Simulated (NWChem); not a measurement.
System: C₂H₃AlClF; SMILES C=[CH][Al]([F])[Cl]

```xyz
8

Al    -0.5291     0.0895     0.0000
F     -2.0389     0.8122     0.0000
Cl     1.1512     1.3618     0.0000
C     -0.2924    -1.8274     0.0000
C      0.9481    -2.3657     0.0000
H     -1.1569    -2.5173     0.0000
H      1.1197    -3.4579     0.0000
H      1.8569    -1.7375     0.0000
```
Atoms are numbered in this order, from 1.

Results from NWChem. Pople sets run with spherical d functions. Geometry: optimised at PBE-D3(BJ)/def2-SVP. Atomic charges in e: unrestrained fits to the electrostatic potential beside Mulliken populations; buried atoms are poorly determined by the fit.

What does the run give for Hartree-Fock/6-31G*? Quantities: ESP Al1; Mulliken Al1; ESP F2; Mulliken F2; ESP Cl3; Mulliken Cl3; ESP C4; Mulliken C4; ESP C5; Mulliken C5; relative RMS misfit of the potential (%).


```yaml
ESP Al1: 1.15
Mulliken Al1: 1.13
ESP F2: -0.49
Mulliken F2: -0.59
ESP Cl3: -0.39
Mulliken Cl3: -0.37
ESP C4: -0.55
Mulliken C4: -0.43
ESP C5: -0.15
Mulliken C5: -0.33
relative RMS misfit of the potential (%): 25
```
